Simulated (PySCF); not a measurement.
## Peak assignment

Mapped SMILES: `[CH3:1][CH:2]([CH3:3])[O:4][C:5]1=[CH:6][O:7][BH2-:8][O+:9]=[CH:10]1`. Each H is labelled by its parent atom.

PySCF 2.14 calculation with GIAO PBE0/pcSseg-1 shieldings and PBE0-D3(BJ)/def2-SVP structure; in vacuum, one averaged value for each set of equivalent atoms, single conformer, no relativistic terms.

References, each an isolated molecule treated in the same way: TMS for ¹³C (σ = 184.41 ppm), ¹H (σ = 31.27 ppm).

**Question.** Assign these signals to the numbered atoms. ¹³C{¹H} NMR (computed): δ 184.4, 145.0, 80.2, 22.2.

**Answer.** 
184.4 → C6/C10, alkene carbon bearing oxygen: an sp2 carbon further deshielded by the attached heteroatom
145.0 → C5, alkene carbon bearing oxygen
80.2 → C2, sp3 CH bonded to O: the inductive effect lowers its shielding
22.2 → C1/C3, methyl carbon: saturated and bonded to C and H only

**Question.** Assign these signals to the numbered atoms. ¹H NMR (300 MHz, computed): δ 7.82 (s, 2H), 3.63 (br, 2H), 3.15 (sept, 1H), 1.19 (d, 6H).

**Answer.** 
| δ (ppm) | atoms | environment | reason |
| --- | --- | --- | --- |
| 7.82 | H(C6)/H(C10) | hydrogen on an alkene carbon bearing oxygen | attached to an sp2 carbon and in the plane of the double bond |
| 3.63 | H(B8) | hydrogen on a boron bonded to 2 O, in a 6-membered ring | – |
| 3.15 | H(C2) | hydrogen on an sp3 CH bonded to O | its carbon carries O, hence the downfield position |
| 1.19 | H(C1)/H(C3) | hydrogen on a methyl carbon | – |

Hydrogens on boron are broadened and split by ¹¹B (spin 3/2, 80 %) and 10B (spin 3). Shifts are as computed. Against solution values, carbons near 30 ppm lie about +2 ppm off and those near 130 ppm about +5 ppm. Of 1313 compounds with measured shifts, 239 miss one by over three times the rms of a fit or turn the order of signals round; such compounds aren't used in these exercises. Multiplicities follow the n + 1 count of equivalent neighbours, as no J values were calculated; m marks all less simple cases, F and P coupling included.
